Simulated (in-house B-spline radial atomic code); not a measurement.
Tc²⁺. Computed with a B-spline radial atomic code. Model: non-relativistic spherical atom: semilocal Troullier-Martins pseudo-atom, one channel per l, against all electrons, high spin, G0W0 and RPA with empty states to l = 8, local potential for every l without a channel, a model core (radius 0 = none) keeps its share of the functional.

Without relativity these are model numbers for so heavy an element.

What the tables leave out is listed at the end.

The pseudopotential gives back the lowest level of each angular momentum of its own functional in the configuration it was made in; a second state of the same l is only approximately right. Exact exchange, RPA and GW see the smooth pseudo-orbitals and miss the exchange with the core, for which the functional's share stands in. The column with an uncorrelated core keeps all orbitals and exact exchange, and so separates missing core correlation from pseudisation. Only the three outermost levels and the lowest empty one were computed. RPA here is direct RPA, with no exchange kernel, and its energies carry an (l + 1/2)⁻⁴ tail. A hybrid on a potential with a model core restores only its own semilocal share of the core's exchange.

Command:
```bash
python run_psgw.py task.json out
```
Settings (lengths in bohr, energies in hartree):
```
Z                      43
electrons              41
configuration          [Kr] 4d5
generated_in           [Kr] 4d5
functional             pbe,pbe
core_shells            8
radius_factor          1
core_correction        True
```

Cost of the run: 33 s on 1 thread of Arm Neoverse N1, with other jobs on the host.

Given: made with PBE; model core radius 1.436 bohr; local radius 1.52 bohr; mean-field start PBE0.

Valence shells of the generating configuration: 4d.

Channel: s 2.567, p 3.061, d 1.248 (radii in bohr).

Computed: largest level miss in the spin-unpolarised generating configuration 0 eV; valence RPA correlation energy all-electron orbitals -0.14197 hartree; all-electron RPA polarisability, core included 6.594 bohr³; pseudo-atom RPA polarisability 7.8602 bohr³.

```
level  occupied  mean-field all-electron (eV)  mean-field pseudo minus all (eV)  G0W0 all-electron (eV)  G0W0 uncorrelated core minus all (eV)  G0W0 pseudo minus all (eV)  exchange self-energy all-electron (eV)  exchange self-energy pseudo (eV)
4d up         1                         -25.9                             1.228                 -30.425                                  0.102                       3.126                                 -30.464                            -18.85
```

(1) What is the valence RPA correlation energy pseudo?

Results:

(1) -0.24093 hartree.

Among the listed levels the largest G0W0 shift of the pseudo-atom is +3.13 eV, for 4d up on the PBE0 start, while leaving the core uncorrelated moves that level by +0.10 eV. So pseudisation and the lost core exchange, not the missing core correlation, make the error. Not in the tables (levels of low weight, unsolved or above zero; the highest and the empty levels are kept at any weight): on PBE, a start not tabulated, the G0W0 levels 4d up (pseudo minus all +2.41 eV, weights 0.85 and 0.42), 4d down (pseudo minus all -8.40 eV, weights 0.94 and 0.83); no Hartree-Fock pseudo-atom is run with a model core.
